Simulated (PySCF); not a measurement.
A small calculation by hand: chemical shift, span and skew from a shielding tensor

CH₃Se, SMILES C[Se] (connectivity only; charge and spin as stated), charge -1, multiplicity 1. Atoms are numbered in the order given.

```xyz
5

C      0.0000     0.0000    -1.5323
Se     0.0000     0.0000     0.4398
H     -0.8857     0.5114    -1.9201
H      0.0000    -1.0228    -1.9201
H      0.8857     0.5114    -1.9201
```
Charge -1, spin multiplicity 1.

Coordinates come from a ωB97X-D3(BJ)/def2-TZVPD optimisation. The multiplicity is an assumed one; other spin states were not compared. The isomer is the one that the SMILES or the coordinates give; other isomers of the formula were not compared.

GIAO shieldings from KT2/pcSseg-2 (PySCF), non-relativistic, no solvent. The symmetric part of the tensor of Se2 has the principal values 1491.2, 1491.2, 2900.7 ppm. The same nucleus in Me2Se has σ = 1704.9 ppm at this level (PySCF, at its B3LYP-D3(BJ)/def2-TZVP geometry).

Q: Work out the isotropic shielding, the ⁷⁷Se shift against Me2Se, the span and the skew.

A: 
σ(iso) = (σ11 + σ22 + σ33)/3 = 1961.0 ppm. δ = σ(ref) − σ(iso) = 1704.9 − (1961.0) = -256.1 ppm.
Span Ω = σ33 − σ11 = 1409.5 ppm. Skew κ = 3(σ(iso) − σ22)/Ω = 1.00, an axial tensor. Tumbling in solution averages the tensor to δ; in a static solid the shielding alone would spread this spin-1/2 line over Ω.
